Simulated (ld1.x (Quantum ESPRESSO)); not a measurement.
## Before and after: TM potential for lead

```json
{
  "Element": "lead (Pb)",
  "Generator": "ld1.x (Quantum ESPRESSO) 7.5",
  "Type": "norm-conserving Troullier–Martins (Kleinman–Bylander form)",
  "Functional": "Wu–Cohen",
  "Relativity": "scalar-relativistic",
  "Frozen core": "[Xe] 4f14 5d10",
  "Valence charge": "4",
  "Reference configuration": "6s2 6p2",
  "Partial waves": "6p (bound): rc 2.40 bohr; 6d channel at 0.4 Ry: rc 2.15 bohr; 6s (bound): rc 1.90 bohr",
  "Local potential": "the s channel",
  "Core correction": "Bessel-smoothed model core inside 1.05 bohr"
}
```

Change: wave 6p (bound): rc 2.40 bohr becomes 6p (bound): rc 3.08 bohr.

Cutoffs: the cutoffs (Ry, on a coarse ladder) from which the occupation-weighted sum of valence levels, in a spherical-Bessel basis at the reference potential, stays within 10 and 1 mRy of its value at 400 Ry; they do not see the model core or the augmentation charge, which bear on the density cutoff. Errors are all-electron minus pseudo energies relative to the spin-unpolarised reference configuration.

Problem. Predict the effect on cutoff, ghosts and configuration errors.

Solution. The potential gets neither clearly harder nor softer (21 Ry and 40 Ry → 21 Ry and 40 Ry); both files keep a bound ghost (d); of the 7 tests that both files solve, the error grows in 0 and shrinks in 1 by more than 15 % and 0.3 meV (median size 87.2 → 79.5 meV).

| quantity | base | changed |
| --- | --- | --- |
| cutoff, loose | 21 Ry | 21 Ry |
| cutoff, tight | 40 Ry | 40 Ry |
| loose cutoff by channel (10 mRy a level) | p 8 Ry, s 18 Ry | p 6 Ry, s 18 Ry |
| bound ghosts | d | d |
| error for 6s2 6p1, meV [ΔE 6.59 eV] | -19 | -19 |
| error for 6s2 6p0, meV [ΔE 20.04 eV] | -131 | -141 |
| error for 6s1 6p0, meV [ΔE 52.55 eV] | -648 | -681 |
| error for 6s1 6p2, meV [ΔE 16.19 eV] | -87 | -79 |
| error for 6s2 6p1.5, meV [ΔE 2.50 eV] | -3.6 | -3.7 |
| error for 6s2 6p2.3, meV [ΔE -0.80 eV] | 0.0 | +0.1 |
| error for 6s0 6p4, meV [ΔE 17.92 eV] | -152 | -117 |

 A true bound ghost makes a file unfit for plane-wave use even where its test errors are small: the radial tests pick states by their node count and pass the ghost by.
